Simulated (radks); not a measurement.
The numbers below are computed, except where a source is named.
Initial-state core-level shifts of the arsenic ion As3+ when its valence configuration changes from [Ar] 3d10 4s2. Code: a radial shooting solver on a logarithmic mesh with Libxc functionals. Model: Dirac Kohn-Sham, LDA (Slater exchange, Perdew-Wang correlation), spin-unpolarised, spherical densities, finite nucleus; open shells fill j = l - 1/2 first; Fermi nuclear charge, rms radius 4.0968 fm. Shifts are changes of the shell-averaged eigenvalues in eV (positive: less bound); the change of the density at the nucleus, which sets a Mossbauer isomer shift, is in e/bohr^3, on a base of 3.54e+04.

| valence | 1s | 2p | 3s | 3p | density at nucleus |
|---|---|---|---|---|---|
| 3d10 4s1.5 4p0.5 | -0.739 | -0.720 | -0.744 | -0.739 | -14.378 |
| 3d8 4s2 4p2 | -29.084 | -31.815 | -25.502 | -25.045 | +28.812 |
| 3d9 4s2 4p1 | -14.120 | -15.398 | -12.584 | -12.352 | +13.685 |
| 3d6 4s2 4p4 | -61.826 | -67.867 | -52.425 | -51.571 | +62.385 |
| 3d9 4s1 4p2 | -15.478 | -16.737 | -13.959 | -13.718 | -18.433 |
| 3d10 4s1 4p1 | -1.468 | -1.431 | -1.479 | -1.470 | -28.956 |
| 3d9 4s0.5 4p2.5 | -16.230 | -17.467 | -14.707 | -14.460 | -34.916 |
| 3d10 4p2 | -2.896 | -2.825 | -2.924 | -2.905 | -58.760 |
| 3d7 4s0.5 4p4.5 | -47.034 | -51.320 | -40.830 | -40.148 | -14.022 |
